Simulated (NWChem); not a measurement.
Molecule: CH7BGe; SMILES C[BH][GeH3]

```xyz
10

B     -0.6071     1.1128     0.0343
Ge     0.0556    -0.8571    -0.0213
H     -0.5002    -1.5705    -1.2849
H      1.5986    -1.0169    -0.0576
H     -0.4647    -1.6767     1.1901
H     -1.7875     1.2810     0.1622
C      0.3292     2.3597    -0.0189
H      0.4378     2.6738     1.0371
H     -0.1177     3.2223    -0.5293
H      1.3415     2.1892    -0.3985
```
Atoms are numbered in this order, from 1.

Level: B3LYP/6-31G* (spherical d) (NWChem), optimised geometry, unscaled harmonic frequencies. B3LYP is NWChem's, with the RPA form of VWN correlation.

| frequency (cm⁻¹) | IR intensity (km/mol) |
|---|---|
| 52 | 0.1 |
| 97 | 1.1 |
| 205 | 1.0 |
| 397 | 25.0 |
| 434 | 8.8 |
| 548 | 10.9 |
| 580 | 5.5 |
| 810 | 136.4 |
| 842 | 7.3 |
| 848 | 8.3 |
| 879 | 18.4 |
| 906 | 35.3 |
| 1037 | 8.9 |
| 1138 | 112.8 |
| 1356 | 46.3 |
| 1467 | 3.3 |
| 1506 | 4.9 |
| 2077 | 91.3 |
| 2085 | 137.5 |
| 2092 | 163.5 |
| 2624 | 120.7 |
| 2981 | 3.5 |
| 3072 | 14.7 |
| 3125 | 14.3 |

| Item | Result |
|---|---|
| zero-point energy | 44.5 kcal/mol |
| thermal correction to the enthalpy at 298.15 K (with zero-point energy) | 49.1 kcal/mol |
| heat capacity Cv | 20.5 cal/(mol K) |
| entropy at 298.15 K and 1 atm (symmetry number 1) | 78.7 cal/(mol K) |
| dipole moment | 1.47 D |

Rigid rotor and harmonic oscillator; modes under 100 cm⁻¹ make the entropy uncertain.
